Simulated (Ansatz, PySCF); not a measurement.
Species: CH3, net charge 0, doublet state. 
Coordinates optimised at B3LYP-D3(BJ)/def2-TZVP (Ansatz, a quantum-chemistry and plane-wave program):
SMILES: [CH3-]
```xyz
4

C      0.0000     0.0000     0.0000
H      1.0788     0.0082     0.0171
H     -0.5460     0.9298    -0.0391
H     -0.5328    -0.9380     0.0220
```
Charge 0, spin multiplicity 2.

Wanted: atomisation energy (electronic, to ground-state atoms), in kcal/mol. Cores are frozen in the correlated levels unless marked. Open shells are spin-unrestricted. No spin-orbit coupling. Non-relativistic. The coupled-cluster limit lacks core correlation, which all-electron functionals hold. Basis-set limits of correlation are two-point, X^-3; Hartree-Fock from the larger set.

```
level                                         program  atomisation energy (kcal/mol)
-------------------------------------  --------------  -----------------------------
HF-D3(BJ)/def2-TZVPD                    PySCF + dftd3                          248.4
PBE0/6-31G*                                    Ansatz                          307.3
BHLYP-D4/def2-TZVPD                    Ansatz + dftd4                          305.0
M06-2X/def2-TZVPD                               PySCF                          305.7
wB97M-V/def2-TZVPD                             Ansatz                          306.9
PBE-QIDH/def2-TZVPD                            Ansatz                          304.3
CCSD/6-31G*                                    Ansatz                          277.6
CCSD/def2-TZVPP                                Ansatz                          300.3
CCSD(T) with core electrons/cc-pwCVTZ          Ansatz                          302.8
CCSD(T)/CBS(aug-cc-pVTZ,aug-cc-pVQZ)           Ansatz                          307.1
```
